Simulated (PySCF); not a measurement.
propylene glycol (C3H8O2), singlet, at a GFN2-xTB geometry. Base run: B3LYP/STO-3G (PySCF).

The PySCF input:
```python
from pyscf import gto, scf, dft

mol = gto.M(
    atom='''
C     1.83324331    0.13638099    0.35090210
C     0.42691443    0.30654220   -0.21207806
O    -0.28124422    1.34971891    0.43155499
C    -0.38814764   -0.99223231   -0.10847029
O    -1.67642873   -0.82208827   -0.63781928
H     2.36667096    1.08275455    0.30757844
H     1.78849069   -0.19345144    1.38820166
H     2.38133734   -0.60316406   -0.22521041
H     0.47213216    0.61355869   -1.26229834
H    -0.25594914    1.19385292    1.38370519
H     0.09000513   -1.79465989   -0.67338889
H    -0.44945832   -1.29548663    0.95090902
H    -1.96390590    0.07140544   -0.40150486
''',
    basis='sto-3g',
    verbose=4,
)

mf = dft.RKS(mol)
mf.xc = 'b3lyp'
mf.kernel()
```

Variants of this job, named by their change:

```
change                                      E (Eh)  HOMO (eV)  HOMO-LUMO gap (eV)  dipole (D)  core-seconds (rough)                outcome
--------------------------------------  ----------  ---------  ------------------  ----------  --------------------  ---------------------
base                                    -266.01292      -3.49               11.57        1.91                     3              converged
functional = revpbe                              …          …                   …           …                     3              converged
functional = b97m_v                              -          -                   -           -                     -  cut at the time limit
functional = m062x                      -266.01781      -5.72               15.64        1.97                     5              converged
functional = pbe; dispersion = d3bjm    -265.69903      -1.66                8.52        1.85                     3              converged
functional = bhandhlyp                  -265.90341      -5.88               16.15        2.01                     3              converged
functional = o3lyp                      -265.99552      -2.79               10.40        1.89                     3              converged
functional = pbe0; dispersion = d3zero  -265.76363      -3.79               12.34        1.94                     3              converged
functional = lda,vwn                    -263.78662      -1.45                8.38        1.95                     2              converged
functional = pbe0                       -265.75872      -3.79               12.34        1.94                     4              converged
functional = camb3lyp                            …          …                   …        1.97                     5              converged
functional = pbe                        -265.68913      -1.66                8.52        1.85                     4              converged
functional = bp86                                …          …                   …           …                     4              converged
```

Problem. What belongs in the gaps?

Solution. 
- functional = revpbe, E (Eh): -265.95081
- functional = revpbe, HOMO (eV): -1.69
- functional = revpbe, HOMO-LUMO gap (eV): 8.58
- functional = revpbe, dipole (D): 1.81
- functional = camb3lyp, E (Eh): -265.87865
- functional = camb3lyp, HOMO (eV): -5.26
- functional = camb3lyp, HOMO-LUMO gap (eV): 15.14
- functional = bp86, E (Eh): -266.00946
- functional = bp86, HOMO (eV): -1.79
- functional = bp86, HOMO-LUMO gap (eV): 8.55
- functional = bp86, dipole (D): 1.84

Absolute energies of different levels of theory aren't comparable as measures of quality.
